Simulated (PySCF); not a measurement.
Isomers of C4H9B. Method: PySCF, PBE0-D3(BJ)/def2-SVP geometry optimisation, gas phase. Energies are electronic, without zero-point or thermal terms, for one conformer each. No frequencies were run at this level. Point groups hold within 0.08 Å.

Question: Rank from lowest to highest electronic energy at this level (kcal/mol).
A. `[BH2:1][CH:2]1[CH2:3][CH2:4][CH2:5]1` with H–B1–C2–C3 -37° and 146°, B1–C2–C3–C4 -148°, C2–C3–C4–C5 16°, C3–C4–C5–C2 -16°, B1–C2–C5–C4 147°
B. `[BH2:1][C@@H:2]1[CH2:3][C@@H:4]1[CH3:5]` with H–B1–C2–C3 47° and -130°
C. `[BH:1]1[CH2:2][CH2:3][CH2:4][CH2:5]1` with C5–B1–C2–C3 -11°, B1–C2–C3–C4 30°, C2–C3–C4–C5 -37°, C3–C4–C5–B1 29°
D. `[BH2:1][CH2:2][C:3](=[CH2:4])[CH3:5]` with H–B1–C2–C3 -16° and 167°, B1–C2–C3–C4 -111°
E. `[BH2:1][C@@H:2]1[CH2:3][C@H:4]1[CH3:5]` with H–B1–C2–C3 -151° and 30°

Answer: C (0.0), E (26.5), B (27.8), D (29.3), A (33.5).

As drawn, the highest has a four-membered ring, which the lowest lacks. Neighbours under 2.5 kcal/mol apart (B[C@@H]1C[C@H]1C and B[C@@H]1C[C@@H]1C; B[C@@H]1C[C@@H]1C and BCC(=C)C) can change places with a better method, another conformer or zero-point energy. B[C@@H]1C[C@H]1C and B[C@@H]1C[C@@H]1C are stereoisomers, 1.3 kcal/mol apart in the conformers taken.

```tsv
SMILES	E (Eh)	E rel (kcal/mol)	dipole (D)	point group	A, B, C (MHz)
B1CCCC1	-182.33424	0.0	0.41	C2	6909, 6479, 3758
B[C@@H]1C[C@H]1C	-182.29195	26.5	1.49	C1	10095, 3625, 3148
B[C@@H]1C[C@@H]1C	-182.29002	27.8	1.39	C1	7635, 4442, 3474
BCC(=C)C	-182.28761	29.3	0.67	C1	7437, 3849, 2909
BC1CCC1	-182.28089	33.5	0.76	near Cs	9916, 4273, 3324
```
